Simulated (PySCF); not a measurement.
A structure optimised at B3LYP-D3(BJ)/def2-SVP, used in a PySCF frequency run:

```
Sb
I 1 2.7495
I 1 2.7495 2 101.31
```
Charge 0, spin multiplicity 2.

Q: Write its SMILES, formula and point group.

A: [I][Sb][I], I₂Sb, C2v

Q: What are its rotational constants (standard atomic weights)?

A: 2.0211, 0.44041, 0.36161 GHz
